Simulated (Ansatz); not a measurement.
```yaml
crystal:
  periodic: [false, false, false]
  atoms:
    - {symbol: Ge, position_ang: [-0.010810, -0.088566, 0.709102]}
    - {symbol: H, position_ang: [1.099102, -0.116435, -0.134086]}
    - {symbol: H, position_ang: [-0.317739, 1.212512, -0.169885]}
    - {symbol: H, position_ang: [-0.673400, -1.359196, 0.024536]}
basis:
  gaussian: {orbitals: cc-pVTZ-DK}
total_charge: -1
hamiltonian: {xc: {name: revPBE}, dispersion: d3bj}
scf: {omitted_lower_state_checks: [starts]}
output: {forces: true}
```

```sh
$ ansatz run in.yaml --threads 4 --pin off --events-out ev --progress --plain --max-ram 3916MiB
```

Shortened log:

```
Functional definition: revPBE
553 factors; their error is unknown
mean field evaluation 1: about -57155.5446 eV, gradient 2.9e1 eV
mean field evaluation 2: about -57155.2645 eV, gradient 3.3e1 eV
mean field evaluation 4: about -57156.5335 eV, gradient 4.6e-1 eV
mean field evaluation 8: about -57156.5284 eV, gradient 1.1e-1 eV
mean field evaluation 16: about -57156.5284 eV, gradient 2.6e-5 eV
mean field -57156.52838495 eV, -2100.4636760604 hartree, gradient 2.6e-5 eV, S^2 0.000000; 0 other end points of the search recorded, 0 dependent functions left out
reference -57156.52842518 eV, -2100.4636775389 hartree; 18, 18 occupied and 67, 67 virtual orbitals, 553 factors
Total energy: -57156.62526087 eV, -2100.4672361850 hartree
Relativity: scalar
Atom 0 at    -0.010810    -0.088566     0.709102 Å, force    -2.337634     0.410516     3.163935 eV/Å
Atom 1 at     1.099102    -0.116435    -0.134086 Å, force     3.742500    -0.533533    -2.253417 eV/Å
Atom 2 at    -0.317739     1.212512    -0.169885 Å, force    -0.899924     0.112763    -0.340629 eV/Å
Atom 3 at    -0.673400    -1.359196     0.024536 Å, force    -0.504941     0.010254    -0.569888 eV/Å
Dipole moment:     0.050165    -0.038620     0.013410 e Å
Checks for a lower state left out: starts
```

Run time 0.45 s (4 threads of Arm Neoverse V1 on a shared host).

DK, ANO-RCC and x2c sets are all-electron and run with scalar relativity unless a key says otherwise. The highest occupied level of an anion often lies above zero with these methods, and sets without diffuse functions describe the outer electron poorly.

The dipole of an ion depends on the origin.
